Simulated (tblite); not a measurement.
Write a Z-matrix for `C[C@H](O)C(=O)OCCC(F)(F)F` as optimised with GFN2-xTB.

Z-matrix in Å and degrees, rows numbered from 1:
```
C 
C   1  1.5373
O   2  1.3991  1  112.15
C   2  1.5205  1  108.25  3  -121.05
O   4  1.2042  2  122.81  1   104.55
O   4  1.3344  2  112.61  1   -73.49
C   6  1.4231  4  116.80  2   176.97
C   7  1.5318  6  111.00  4    79.50
C   8  1.5150  7  110.63  6   172.72
F   9  1.3430  8  112.18  7   -60.13
F   9  1.3394  8  112.60  7    59.82
F   9  1.3387  8  111.97  7  -179.84
H   1  1.0859  2  110.13  3  -176.58
H   1  1.0863  2  108.89  3   -56.50
H   1  1.0880  2  110.15  3    62.54
H   2  1.0951  1  109.50  3   119.47
H   3  0.9692  2  107.82  1   -91.76
H   7  1.0919  6  105.44  4  -160.44
H   7  1.0956  6  109.45  4   -41.82
H   8  1.0920  7  110.20  6    53.23
H   8  1.0921  7  110.14  6   -67.61
```

H17 on O3 lies 2.18 Å from O5, 4 bonds away (angle at H 111°; Bondi radii sum to 2.72 Å). The 4 C–O bonds span 1.204 Å (C4=O5, drawn double) to 1.423 Å (O6–C7, drawn single), a spread of 0.219 Å. The 4 C–C bonds span 1.515 Å (C8–C9, drawn single) to 1.537 Å (C1–C2, drawn single), a spread of 0.022 Å. Of the pairs four or more bonds apart, those above aside, O5···H19 is among the closest relative to their van der Waals radii: 2.44 Å, 90 % of the sum of Bondi's values.

Computed geometry: GFN2-xTB, gas phase.

Point group: C1 (no symmetry element, even within 0.4 Å). Its GFN2-xTB frequencies are all real (lowest 26 cm⁻¹). One conformer, not necessarily the lowest (C1–C2–O3–H -92°, C1–C2–C4–O5 105°, C2–C4–O6–C7 177°, C4–O6–C7–C8 79°, O6–C7–C8–C9 173°). 3 starts were optimised and ended at 0.00, 0.33 and 1.11 kcal/mol (GFN2-xTB); the lowest of these is shown.
